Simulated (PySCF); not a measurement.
Vertical excitation energies

C7H10Ge.
Cartesian coordinates in Å at the PBE0-D3(BJ)/def2-SVP level; atoms count from 1:
```
atom  x, y, z in Å
C1     4.703    0.153    0.388
C2     3.264    0.340    0.325
C3     2.061    0.516    0.276
C4     0.643    0.655    0.211
C5     0.025    1.856    0.288
C6    -1.468    1.963    0.217
Ge7   -2.036    0.085    0.018
C8    -0.191   -0.601    0.050
H9     5.096   -0.249   -0.560
H10    5.220    1.105    0.589
H11    4.978   -0.553    1.188
H12    0.628    2.763    0.405
H13   -1.887    2.433    1.123
H14   -1.791    2.589   -0.632
H15   -2.772   -0.195   -1.306
H16   -2.898   -0.421    1.190
H17   -0.012   -1.300    0.882
H18    0.079   -1.135   -0.875
```

Method used: PySCF, TDDFT wB97X-D/def2-SVPD, vertical, gas phase, core orbitals frozen in the response. Relativistic effects, spin–orbit coupling among them, are left out although an element past zinc is present.

```tsv
state	E (eV)	E (kJ/mol)	λ (nm)	f	|μ| (D)	main configurations (H = HOMO, L = LUMO)
S1	5.42	523	228.8	0.0001	0.05	H-1→L (93%)
S2	5.47	528	226.6	0.337	4.03	H→L (87%)
S3	6.13	591	202.3	0.0005	0.14	H→L+5 (45%), H→L+1 (17%), H→L+3 (12%)
S4	6.30	608	196.9	0.0005	0.14	H→L+1 (52%), H→L+2 (18%), H→L+5 (10%)
S5	6.91	666	179.5	0.0000	0.02	H-2→L (84%)
S6	6.92	668	179.1	0.0039	0.39	H→L+2 (42%), H→L+4 (15%), H-2→L (10%)
S7	7.15	690	173.4	0.107	1.99	H-1→L+1 (24%), H-1→L+3 (22%), H-3→L (20%)
S8	7.17	692	172.9	0.088	1.80	H-3→L (28%), H-1→L+1 (16%), H-1→L+2 (16%)
S9	7.19	694	172.4	0.0024	0.29	H→L+3 (51%), H→L+2 (18%), H→L+5 (13%)
S10	7.62	735	162.7	0.0001	0.04	H→L+6 (49%), H→L+4 (21%), H→L+8 (10%)
```

Triplets (Tamm–Dancoff): T1 3.46 eV, H→L (93%); T2 5.15 eV, H-1→L (84%); T3 5.51 eV, H-3→L (28%), H-1→L+5 (28%); T4 5.91 eV, H→L+5 (50%), H→L+2 (8%).

The lowest singlet lies at 5.42 eV (229 nm, ultraviolet) and is dark (f under 0.0005); its leading configuration is HOMO-1→LUMO (93%). The strongest level in the table is S2 at 5.47 eV (227 nm, f = 0.337). Löwdin shares by element: HOMO carbon 78% or more (atoms not listed hold the other 22%); LUMO carbon 73% or more (atoms not listed hold the other 27%). The listed states span 2.20 eV, and the widest gap between neighbours is 0.66 eV (S2 to S3). Of the 10 states listed, 3 reach f = 0.01 and 5 stay under 0.0005. Orbital energies (eV): HOMO-3 -10.44, HOMO-2 -10.15, HOMO-1 -9.11, HOMO -8.11, LUMO 1.31, LUMO+1 1.99, LUMO+2 2.26. All these states lie below the vertical ionisation energy of 8.14 eV (ΔSCF). Only the lowest 10 singlets were computed, as vertical energies without vibronic structure.
